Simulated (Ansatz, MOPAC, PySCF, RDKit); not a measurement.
Noncovalent pair: NH3 (SMILES N) (first 4 atoms) with N2 (SMILES N#N); geometry from B3LYP-D3(BJ)/def2-TZVP, rigid monomers moved along the line of their centres of mass till N1···N5 is 3.70 Å.
(charge 0, multiplicity 1):
```xyz
6

N     -0.15989     0.18570    -0.16590
H     -0.38509     0.33454    -1.14296
H      0.76479     0.56907    -0.00637
H     -0.09523    -0.81510    -0.01875
N      0.50889    -0.37418     3.42930
N     -0.19965     0.09285     4.11440
```

```tsv
level	interaction energy (kJ/mol)	minus CCSD(T)/CBS(aug-cc-pVDZ, aug-cc-pVTZ)	cost
MMFF94	-0.5	1.7	-
AM1	-1.4	0.9	-
PM6	-3.0	-0.7	-
HF/3-21G (no counterpoise)	-2.3	-0.1	-
HF/6-31G*	-0.7	1.5	-
HF/6-31G* (no counterpoise)	-1.4	0.9	-
HF/aug-cc-pVDZ	-0.4	1.9	-
PBE-D3(BJ)/def2-TZVPPD	-2.9	-0.6	×1
r2SCAN-D4/def2-TZVPPD	-2.2	0.0	×1
MP2/aug-cc-pVTZ	-2.3	-0.1	-
MP2/CBS(aug-cc-pVDZ, aug-cc-pVTZ)	-2.4	-0.1	-
CCSD/aug-cc-pVTZ	-1.9	0.3	-
CCSD(T)/aug-cc-pVTZ	-2.2	0.1	×40*
CCSD(T)/CBS(aug-cc-pVDZ, aug-cc-pVTZ)	-2.3	0.0	×40*
```

 The comparison column counts from a level with limits of its own.

The rows run from -3.0 (PM6) to -0.4 kJ/mol (HF/aug-cc-pVDZ). In aug-cc-pVTZ the value moves MP2 -2.3, CCSD -1.9, CCSD(T) -2.2, a shift of 0.1 from MP2 to CCSD(T).

Counterpoise-corrected where a basis set is named; no monomer relaxation. Rows marked so take none.

Cores are frozen in the correlated methods. CBS(a, b) extrapolates the correlation energy as X⁻³ and adds the Hartree–Fock energy of set b. Rows in 3-21G, 6-31G* carry no dispersion term and start afresh at each structure (6-31G* with six Cartesian d functions). The state that AM1, PM6 reach isn't checked.

The values were computed with Ansatz (Gaussian orbitals); MOPAC for AM1, PM6 (differences of heats of formation); PySCF for 3-21G rows, 6-31G* rows, the dispersion terms; RDKit for the force fields. 

Costs are rough ratios of core time to PBE/def2-TZVPPD (about 2.2 s over the structures, on one shared machine); a dash marks a level with no comparable run of its own. A star marks coupled-cluster runs past 200 virtual orbitals, where the program's memory plan changes under this machine's limit, so their costs aren't comparable with smaller runs.

Ansatz is a quantum-chemistry and plane-wave program.
